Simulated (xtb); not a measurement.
Be(H)(NH2) (BeH3N), SMILES [BeH][NH2]. All values are semi-empirical tight-binding results from xtb (GFN2-xTB unless named), good for trends rather than for accurate numbers. The structure is a stationary point at GFN2-xTB.

Optimised geometry:

Bonded distances (Å): Be1–H2 1.270, Be1–N3 1.512, N3–H4 1.007, N3–H5 1.007. Bond angles (°): H2–Be1–N3 178.5, Be1–N3–H4 127.3, Be1–N3–H5 127.3, H4–N3–H5 105.4.
Charge 0, spin multiplicity 1.

For metal compounds this method's bond lengths and energies can be far off.

The point group as xtb finds it is C2v. The orbital gap is 5.76 eV and the zero-point energy comes out as 19.2 kcal/mol. The G − E(el) at 298.15 K (modified RRHO) comes out as 5.7 kcal/mol.

Computed IR lines (harmonic; lines under 4 % of the strongest left out, lines within 3 cm⁻¹ merged):
ν (cm⁻¹): 286 (m), 423 (vs), 480 (vs), 577 (m), 1005 (w), 1579 (w), 2102 (s) (against the strongest line: vs over 80 %, s over 45 %, m over 15 %, w over 4 %, vw less)

Computed atomic charges and the Wiberg bond orders between heavy atoms:
charges (e) Be1 0.52, H2 -0.25, N3 -0.53, H4 0.13, H5 0.13. Bond orders Be1–N3 1.17.
